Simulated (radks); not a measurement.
Q: Successive ionisation energies (eV) of one element, from differences of total energies of ions in their ground configurations, starting at charge 0: 5.980, 11.897, 24.590, 44.158, 77.879, 93.812, 110.28, 127.23, 153.87, 172.58, 185.26, 215.33, 267.32, 289.01, 297.47, 332.16, 368.23, 405.66, 446.66, 486.86, 528.29, 570.93. All-electron calculation, Dirac Kohn-Sham, exchange-only PBE, spin-unpolarised, spherical densities, finite nucleus; open shells fill j = l - 1/2 first; Fermi nuclear charge, rms radius 5.3108 fm. Program: a radial shooting solver on a logarithmic mesh with Libxc functionals. Which element is it?

A: Ytterbium (Z = 70). The first species listed is Yb in [Xe] 4f14 6s2, the last Yb21+ in [Kr] 4d10 4f3.
